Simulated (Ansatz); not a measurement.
A run for Ansatz (an electronic-structure program): R-CCSD(T)/def2-QZVPPD on BrClH2 (a complex), monomers drawn apart or pushed together. Files ending in .json are basis or fitting sets from the Basis Set Exchange. The run froze 19 orbitals, filled d shells among them.

Ansatz 0.2 input:
```yaml
crystal:
  periodic: [false, false, false]
  atoms:
    - {symbol: Cl, position_ang: [0.53481538, -0.46597293, -0.22561594]}
    - {symbol: H, position_ang: [0.80026747, 0.78567606, -0.12357310]}
    - {symbol: Br, position_ang: [-0.01128902, -0.24797191, 5.70545545]}
    - {symbol: H, position_ang: [0.06669282, -0.53068144, 4.30536263]}
basis:
  gaussian:
    orbitals: def2-QZVPPD.json
magnetization: {spin_polarized: false}
correlation: {method: ccsd_t, electrons: outside_noble_gas}
scf: {lower_state_search: off}
```

Output:

```
WARN ansatz: RAYON_NUM_THREADS=2 ignored (pool sized by the plan → 2); use --threads N
Functional definition: HF
these checks for a lower state are left out or cut short: stability, starts, cluster_reference, orbital_swaps, neighbouring_geometries, increment
integrals: 1.34 GiB planned
1477 factors; integrals over basis functions are off by at most 1.4e-3 eV
mean field: 0.97 GiB planned
mean field evaluation 1: about -82535.7952 eV, gradient 1.4e1 eV
mean field evaluation 2: about -82535.8158 eV, gradient 1.4e1 eV
mean field evaluation 4: about -82536.5759 eV, gradient 1.9e0 eV
mean field evaluation 8: about -82536.5925 eV, gradient 2.4e-1 eV
mean field -82536.59274823 eV, -3033.1638381856 hartree, gradient 8.6e-6 eV, S^2 0.000000; 0 other end points of the search recorded, 0 dependent functions left out
19 core orbitals not correlated
reference -82536.59274823 eV, -3033.1638381856 hartree; 8, 8 occupied and 216, 216 virtual orbitals, 1477 factors
second order -11.35101624 eV of doubles, -0.00000000 eV of singles
coupled cluster: 2.59 GiB planned
cycle   1  -12.07336514 eV  change   -7.2e-1 eV  update   5.6e-2
cycle   2  -12.33629666 eV  change   -2.6e-1 eV  update   1.6e-2
cycle   3  -12.35115003 eV  change   -1.5e-2 eV  update   4.3e-3
cycle   4  -12.34993462 eV  change    1.2e-3 eV  update   1.1e-3
cycle   5  -12.34949019 eV  change    4.4e-4 eV  update   2.5e-4
cycle   6  -12.34940244 eV  change    8.8e-5 eV  update   7.2e-5
cycle   7  -12.34940624 eV  change   -3.8e-6 eV  update   2.0e-5
cycle   8  -12.34940803 eV  change   -1.8e-6 eV  update   6.9e-6
perturbative correction -0.48484208 eV, -0.0178176177 hartree
Total energy: -82549.42699834 eV, -3033.6354881776 hartree
Checks for a lower state left out: stability, starts, cluster_reference, orbital_swaps, neighbouring_geometries, increment
```

Self-consistency was reached.

Cost: very roughly 60 core-seconds.
